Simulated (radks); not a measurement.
Values are calculated unless marked as measured or tabulated.
Numerical settings for neutral silver, [Kr] 4d10 5s1. Level of theory: scalar-relativistic Kohn-Sham, PBEsol, spin-polarised, spherical densities, finite nucleus; open shells are filled with parallel spins first (spin-orbit coupling, left out, can overturn this in heavy ions); Fermi nuclear charge, rms radius 4.5454 fm (a radial shooting solver on a logarithmic mesh with Libxc functionals). The defaults (mesh step 0.008 in ln r, mesh end at 40 bohr or more with all orbitals vanishing there, Anderson mixing 0.5 over 9 steps, residual threshold near 1e-9 with the energy settled to 1e-9 hartree or 1e-11 of itself, here a cap of 76 iterations) give E = -5313.4020 hartree and 5s at -4.781 eV in 15 iterations. Run on one thread of a shared host, so times are rough (Arm Neoverse V1): 0.21 s of CPU time, 0.21 s wall, 15 iterations on 2437 mesh points. Changes against that run (0 stands for a change within the tolerance of the run):

setting                    iterations  converged  E (mhartree)  e(5s) (meV)  CPU (s)
mesh step in ln r 0.005            16        yes             0            0     0.34
mesh step in ln r 0.2               4         no      diverged            -     0.01
mesh step in ln r 0.03             15        yes       +0.0012            0     0.07
mesh end (bohr) 20                 15        yes             0            0      0.2
mesh end (bohr) 12                 15        yes       +0.0213        +2.43      0.2
residual threshold 1e-13           26        yes             0            0     0.28
residual threshold 0.01            10        yes             0        +0.66     0.16
mixing 0.01                        76         no             0      +0.0225     0.85
linear mixing, mixing 1            76         no     +1.32e+05    +4.78e+03      2.7
linear mixing, mixing 0.8          76         no     +3.85e+04    +2.65e+03      1.9
mixing history 2                   27        yes             0            0     0.32
iteration cap 8                     8         no     +0.000456        -4.04     0.12

No run marked as converged misses the energy by more than 1 mhartree. A mesh that ends early acts as a hard wall.
